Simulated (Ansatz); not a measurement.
C$_{2}$H$_{7}$AlO. Total charge 0; spin multiplicity 1. The bonds changed during the relaxation, so this is another structure than the one it started from. Geometry: relaxed with PBE0-D4/def2-TZVP. It is one conformer, not always the lowest.

```xyz
11

O    -0.464    1.143    0.316
C    -1.071   -0.178    0.006
C     0.075   -0.953   -0.594
Al    1.377    0.413    0.085
H    -0.852    1.570    1.085
H    -1.919    0.020   -0.652
H    -1.429   -0.606    0.945
H     0.003   -1.025   -1.680
H     0.163   -1.955   -0.175
H     1.925    0.219    1.575
H     2.192    1.351   -0.911
```

Task: What is the dipole moment at PBE/def2-TZVPP? (Estimate.)

Result: Computed: 3.70 D, with components (-3.58, 0.03, 0.93) D in this frame, pointing from negative to positive charge.

Task: And with r2SCAN, B3LYP, ωB97M-V? (Estimate.)

Result: Ansatz gave: r2SCAN 3.77 D, B3LYP 3.75 D, ωB97M-V 3.79 D.

Task: Give the Mulliken charges with PBE, ωB97M-V, B3LYP in def2-TZVPP. (Estimate.)

Result: Ansatz gave: 
```
atom    PBE  ωB97M-V  B3LYP
  O1  -0.16    -0.19  -0.22
  C2  -0.03    -0.05  -0.01
  C3  -0.36    -0.46  -0.39
 Al4   0.30     0.35   0.41
  H5   0.19     0.18   0.19
  H6   0.11     0.12   0.11
  H7   0.11     0.13   0.11
  H8   0.08     0.11   0.08
  H9   0.08     0.10   0.08
 H10  -0.16    -0.15  -0.19
 H11  -0.15    -0.15  -0.18
```

B3LYP here is the variant with VWN-RPA as its local correlation; programs differ in this.
